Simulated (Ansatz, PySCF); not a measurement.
Pulling on the Si2–O1 bond in H2OSi (SMILES O=[SiH2]) (multiplicity 1 held, fragments rigid). Energies count from the point at 1.519 Å.
Geometry at that point (charge 0, multiplicity 1):
```json
[
 {"atom": "O", "x (Å)": "1.0006", "y (Å)": "-0.4060", "z (Å)": "-0.0692"},
 {"atom": "Si", "x (Å)": "-0.4045", "y (Å)": "0.1641", "z (Å)": "0.0280"},
 {"atom": "H", "x (Å)": "-1.6181", "y (Å)": "-0.5359", "z (Å)": "-0.4515"},
 {"atom": "H", "x (Å)": "-0.7239", "y (Å)": "1.4862", "z (Å)": "0.6135"}
]
```

Restricted levels (R-, RO-) in cc, def2 and unpolarised 6-31G sets keep to the state of the molecule at rest. U- levels take the lowest unrestricted solution at each point, which mixes spins at long bonds. Left out are points that failed, MP2 points that dive below the minimum, coupled-cluster points behind a jump of the amplitudes or a sharp parting from full CI or MRCI, small-basis points behind a change of solution, and semi-empirical points at long bonds. Levels need not reach the same state.

Frozen-core correlation. Rows in 3-21G, 6-31G* carry no dispersion term and start afresh at each structure (6-31G* with six Cartesian d functions). MP2/6-31G* freezes PySCF's default core.

The values were computed with Ansatz (an electronic-structure program); PySCF for 3-21G rows, 6-31G* rows. Values without a source in brackets are computed.

Energies in kcal/mol.

| R (Å) | R-HF/3-21G | U-HF/cc-pV(T+d)Z | U-wB97X-V/cc-pV(T+d)Z | R-MP2/6-31G* | R-SCS-MP2/cc-pV(T+d)Z | U-CCSD/cc-pV(T+d)Z |
|---|---|---|---|---|---|---|
| 1.216 | 153.3 | 101.0 | 111.7 | 129.4 | 116.6 | 113.2 |
| 1.368 | 34.7 | 13.4 | 19.2 | 26.7 | 21.7 | 19.8 |
| 1.519 | 0.0 | 0.0 | 0.0 | 0.0 | 0.0 | 0.0 |
| 1.671 | 6.2 | ___ | 13.2 | 7.2 | 10.3 | 12.8 |
| 1.823 | 30.1 | ___ | 39.3 | 29.2 | 34.1 | 38.2 |
| 2.051 | 70.9 | 67.4 | 83.7 | 82.7 | 84.2 | 79.1 |
| 2.279 | 96.8 | 84.2 | 118.1 | 138.8 | 136.0 | 112.3 |
| 2.659 | 116.3 | 92.3 | 150.7 | 186.8 | 184.0 | 144.1 |
| 3.039 | 124.6 | ___ | 163.5 | 207.3 | 204.5 | 154.0 |
| 3.495 | 135.8 | 94.3 | 169.5 | 217.2 | 214.0 | 156.8 |
| 4.103 | 133.8 | 94.4 | 171.5 | left out | 217.7 | 157.5 |
| 4.862 | 133.4 | 94.4 | 172.1 | left out | 218.8 | 157.7 |

**Question.** Fill in the missing entries.

**Answer.** 
- 3.039, U-HF/cc-pV(T+d)Z: 93.9
- 1.823, U-HF/cc-pV(T+d)Z: 38.7
- 1.671, U-HF/cc-pV(T+d)Z: 18.5

Doubts at one or more of the structures used: a restricted determinant that unrestricted orbitals would lower (R-HF/3-21G, R-MP2/6-31G*, R-SCS-MP2/cc-pV(T+d)Z); a spin-contaminated determinant (U-HF/cc-pV(T+d)Z, U-wB97X-V/cc-pV(T+d)Z, U-CCSD/cc-pV(T+d)Z); T1 above 0.05 (U-CCSD/cc-pV(T+d)Z); the program's own flag: large difference (U-CCSD/cc-pV(T+d)Z).
